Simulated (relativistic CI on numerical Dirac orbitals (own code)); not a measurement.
**Ti²⁺: 3p photoemission**

Computed with this model: Dirac-Coulomb-Breit CI, orbitals from a KLI potential per configuration, model QED (radiative potential, 1s self-energy scaled to tabulated hydrogen-like ionisation energies), valence Slater integrals scaled by 0.7, multiplet model of photoemission in the sudden approximation; configurations [Ar] 3d2 → [Ne] 3s2 3p5 3d2; 80 K; Lorentzian 0.8 eV and Gaussian 0.6 eV FWHM. Energies are those of the free ion, without screening or charge transfer. The energies are binding energies and can lie tens of eV above those of solids. S is read from ⟨S²⟩ = S(S + 1).

Field parameters in Wybourne normalisation: D3d B²₀ = −7Dσ, B⁴₀ = −14Dq − 21Dτ, B⁴₃ = −14√(10/7) Dq. The field is a parameter set, without covalency.

free ion: ground-state S = 1.00, centroid 62.49 eV. Peaks (eV, height): 59.3 (39), 60.9 (100), 62.8 (42), 69.7 (15), 73.8 (14).

D3d, 10Dq = 18050, Dσ = -1200, Dτ = -100 cm⁻¹: ground-state S = 1.00, centroid 62.52 eV. Peaks (eV, height): 59.6 (71), 61.1 (100), 63.5 (33), 71.7 (11), 74.6 (10).

D3d, 10Dq = 18050, Dσ = -720, Dτ = -100 cm⁻¹: ground-state S = 1.00, centroid 62.52 eV. Peaks (eV, height): 59.6 (62), 61.0 (100), 71.6 (11), 74.6 (10).

D3d, 10Dq = 18050, Dσ = -240, Dτ = -100 cm⁻¹: ground-state S = 1.00, centroid 62.51 eV. Peaks (eV, height): 59.5 (53), 60.9 (100), 71.6 (11), 74.6 (10).

D3d, 10Dq = 18050, Dσ = 1200, Dτ = -100 cm⁻¹: ground-state S = 1.00, centroid 62.52 eV. Peaks (eV, height): 59.5 (54), 61.0 (100), 71.5 (10), 74.4 (10).

Strongest unbroadened transitions for D3d, 10Dq = 18050, Dσ = 1200, Dτ = -100 cm⁻¹:

| Energy (eV) | Relative strength |
| --- | --- |
| 59.35 | 100.0 |
| 59.36 | 23.2 |
| 59.37 | 61.5 |
| 59.39 | 69.9 |
| 60.56 | 46.7 |
| 60.65 | 33.0 |
| 60.66 | 62.4 |
| 60.95 | 46.2 |
| 60.99 | 23.9 |
| 61.00 | 26.3 |
| 61.02 | 35.5 |
| 61.07 | 66.6 |
| 61.20 | 53.3 |
| 61.80 | 26.0 |
| 61.82 | 29.1 |
| 61.83 | 23.1 |
| 62.42 | 28.9 |
| 63.16 | 25.2 |
